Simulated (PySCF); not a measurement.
# Deuteron quadrupole couplings in `CC/C(Cl)=C\[SiH2]CF`

Species: C₅H₁₀ClFSi.
Z-matrix (Å and degrees, GFN2-xTB geometry), rows numbered from 1:
```
C 
C   1  1.5294
C   2  1.4912  1  111.53
Cl  3  1.7437  2  113.24  1    68.82
C   3  1.3274  2  127.39  1  -110.46
Si  5  1.8794  3  126.74  2    -1.67
C   6  1.9247  5  110.75  3    70.70
F   7  1.3820  6  110.91  5   -73.22
H   1  1.0866  2  109.87  3  -177.57
H   1  1.0865  2  110.14  3    63.06
H   1  1.0873  2  110.70  3   -57.42
H   2  1.0900  1  109.26  3  -120.61
H   2  1.0928  1  109.20  3   120.63
H   5  1.0824  3  117.48  2   179.33
H   6  1.4666  5  108.27  3  -173.80
H   6  1.4650  5  112.88  3   -49.86
H   7  1.0926  6  112.13  5   168.50
H   7  1.0930  6  112.82  5    45.76
```

Level: PBE0/pcSseg-1 (PySCF, non-relativistic); Q(2H) = 0.00286 b; rigid geometry, the same for H and D, with no vibrational averaging.

Problem. Rank these positions by the coupling χzz of a deuteron there, largest first.
A. H14 (vinylic hydrogen)
B. H17 (methylene hydrogen)
C. H10 (methyl hydrogen)
D. H16 (Si–H hydrogen)

Solution. A (219 kHz), C (211 kHz), B (201 kHz), D (109 kHz).

Problem. Tabulate Vzz, the asymmetry η and χzz = 234.96 MHz × Q × Vzz for every hydrogen position.

Solution. 
```
atom  bonded to  bond length (Å)  Vzz (au)     η  χzz (kHz)
  H9         C1            1.087    0.3172  0.03        213
 H10         C1            1.086    0.3133  0.03        211
 H11         C1            1.087    0.3117  0.03        209
 H12         C2            1.090    0.3021  0.06        203
 H13         C2            1.093    0.2996  0.03        201
 H14         C5            1.082    0.3256  0.06        219
 H15        Si6            1.467    0.1590  0.01        107
 H16        Si6            1.465    0.1615  0.02        109
 H17         C7            1.093    0.2987  0.10        201
 H18         C7            1.093    0.2975  0.10        200
```

Problem. Average by the element that carries the hydrogen.

Solution. on C: 207 kHz over 8 positions, mean bond length 1.089 Å; on Si: 108 kHz over 2 positions, mean bond length 1.466 Å.

Problem. How does χzz go with the bond length over the 8 C–H bonds?

Solution. A straight-line fit has a slope of -17.7 kHz for each 0.01 Å, with a correlation coefficient of -0.98, over lengths from 1.082 to 1.093 Å. The longer bonds have the smaller couplings here.

Geometry: GFN2-xTB, one conformer, isolated molecule. GFN2-xTB bond lengths can be off by several hundredths of an ångström, more for odd bonds, and the gradients follow them. With a basis this small, the couplings can be 20 % off.

These values come from a run that also computed NMR shieldings. On one thread of an Arm Neoverse N1, no GPU, shared host with 64 logical CPUs at a one-minute load of 60, this took 67 s wall and 0.90 GiB of memory at its peak.
